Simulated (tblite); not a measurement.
C7H9F.
Cartesian coordinates in Å at the GFN2-xTB level; atoms count from 1:
```
atom  x, y, z in Å
C1    -2.8255    1.5672    0.7179
C2    -2.1874    0.8482    0.0058
C3    -1.3917   -0.0344   -0.8275
C4    -0.0302   -0.2628   -0.2160
C5    -0.0447   -1.0124    1.0805
C6     1.0689    0.1799   -0.8102
C7     2.4660    0.0043   -0.2988
F8     3.3682    0.4926   -1.2122
H9    -3.3965    2.2039    1.3249
H10   -1.9181   -0.9905   -0.9191
H11   -1.2970    0.4065   -1.8226
H12   -0.8161   -0.6016    1.7303
H13   -0.2846   -2.0614    0.9033
H14    0.9122   -0.9577    1.5903
H15    1.0119    0.7206   -1.7442
H16    2.6358    0.5609    0.6318
H17    2.7218   -1.0511   -0.1443
```

Computed values, GFN2-xTB/tblite, gas phase, harmonic and unscaled. This tight-binding method is rough: wavenumbers can miss measured ones by several per cent, in bad cases by 10 to 20. One conformer, not necessarily the lowest.

Harmonic wavenumbers (cm⁻¹): 31.6, 51.4, 52.9, 113.3, 183.3, 235.2, 287.3, 320.1, 360.4, 421.8, 462.2, 565.8, 639.6, 671.9, 778.5, 875.3, 916.5, 968.8, 992.8, 1029.2, 1035.0, 1042.1, 1107.9, 1153.1, 1194.0, 1206.7, 1279.4, 1288.9, 1343.1, 1402.3, 1432.3, 1434.6, 1480.2, 1485.0, 1745.0, 2295.6, 2901.0, 2920.6, 2932.3, 2972.1, 2995.9, 3025.0, 3063.3, 3083.2, 3399.0.

A = 4495, B = 886.2, C = 827.8 MHz; mass 112.069 u (most abundant isotopes); point group C1, symmetry number 1.

**Question.** What is the zero-point energy?

**Answer.** Half the sum of the wavenumbers: 29588 cm⁻¹ = 84.60 kcal/mol.

**Question.** Entropy at 298.15 K, 1 bar (ideal gas, RRHO, classical rotation)?

**Answer.** Translation 40.08, rotation 28.97, vibration 30.65: S = 99.7 cal/(mol K).

**Question.** And Cp and H(298.15 K) − H(0)?

**Answer.** Cp = 35.42 cal/(mol K), of which vibrations give 27.47 (their classical limit is 45 R = 89.4); H(298.15 K) − H(0) = 6.78 kcal/mol without the zero-point energy, 4.41 from vibrations.

**Question.** Which modes carry the vibrational entropy at 298.15 K?

**Answer.** 31.6 cm⁻¹: 5.73; 51.4 cm⁻¹: 4.76; 52.9 cm⁻¹: 4.71; 113.3 cm⁻¹: 3.21; 183.3 cm⁻¹: 2.29; 235.2 cm⁻¹: 1.84 cal/(mol K); the other 39 give 8.11 together.

**Question.** How do the functions run with temperature in this model?

**Answer.** 
```tsv
T (K)	S (cal/(mol K))	Cp (cal/(mol K))	H − H(0) (kcal/mol)	G − H(0) (kcal/mol)	ln q(vib)
100	71.6	18.9	1.40	-5.77	2.65
200	87.3	27.2	3.71	-13.76	5.47
300	99.9	35.6	6.84	-23.14	8.04
500	121.9	51.0	15.57	-45.37	12.85
800	149.5	66.3	33.36	-86.22	19.54
1000	165.0	73.1	47.33	-117.70	23.64
```

q(vib) and H(0) count from the zero-point level.

**Question.** Blend soft modes into free rotors: weight 1/[1 + (100 cm⁻¹/ν̃)⁴] for the oscillator and the rest for a rotor with moment μB/(μ + B), μ = h/(8π²ν), B = 10⁻⁴⁴ kg m². What vibrational entropy results?

**Answer.** 26.48 cal/(mol K) in place of 30.65, which changes −T·S at 298.15 K by +1.24 kcal/mol.

**Question.** What must be added to the electronic energy to get the Gibbs energy at 298.15 K and 1 bar?

**Answer.** ZPE + [H(298.15 K) − H(0)] − T·S = 84.60 + 6.78 − 29.73 = 61.65 kcal/mol.

Hindered rotation and anharmonicity are outside this model. Other conformers, if any are populated, would add a mixing term that is left out. The structure is chiral; the term R ln 2 for an equal mix with its mirror image is left out.
